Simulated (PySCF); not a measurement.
**A small calculation by hand: chemical shift, span and skew from a shielding tensor**

C2H9NSi3, SMILES N#C[C@H]([SiH3])[SiH2][SiH3]. Atoms are numbered in the order given.

```xyz
15

N     -0.1434     2.0619    -1.5849
C     -0.4141     1.0308    -1.1314
C     -0.7378    -0.2441    -0.5104
Si    -2.5500    -0.2915     0.0658
Si     0.4563    -0.5898     0.9435
Si     2.6538    -0.1959     0.2601
H     -0.5931    -1.0478    -1.2535
H     -3.4641    -0.1293    -1.0980
H     -2.7707     0.8018     1.0503
H     -2.7809    -1.6133     0.7143
H      0.2462    -2.0107     1.3490
H      0.0727     0.2917     2.0844
H      2.8967    -0.9377    -1.0124
H      3.6026    -0.6881     1.3015
H      2.8640     1.2613     0.0383
```

Geometry optimised at ωB97X-D3(BJ)/def2-SVP. The structure was generated by enumeration; whether it is a known compound was not checked. One conformer was computed; it need not be the lowest.

GIAO shieldings from HF/pcSseg-1 (PySCF), non-relativistic, no solvent. The symmetric part of the tensor of C2 has the principal values -62.9, -53.1, 298.0 ppm. The same nucleus in TMS has σ = 192.6 ppm at this level (PySCF, at its B3LYP-D3(BJ)/def2-TZVP geometry).

**Question.** Work out the isotropic shielding, the ¹³C shift against TMS, the span and the skew.

**Answer.** 
σ(iso) = (σ11 + σ22 + σ33)/3 = 60.7 ppm. δ = σ(ref) − σ(iso) = 192.6 − (60.7) = 131.9 ppm.
Span Ω = σ33 − σ11 = 360.9 ppm. Skew κ = 3(σ(iso) − σ22)/Ω = 0.95. Tumbling in solution averages the tensor to δ; in a static solid the shielding alone would spread this spin-1/2 line over Ω.
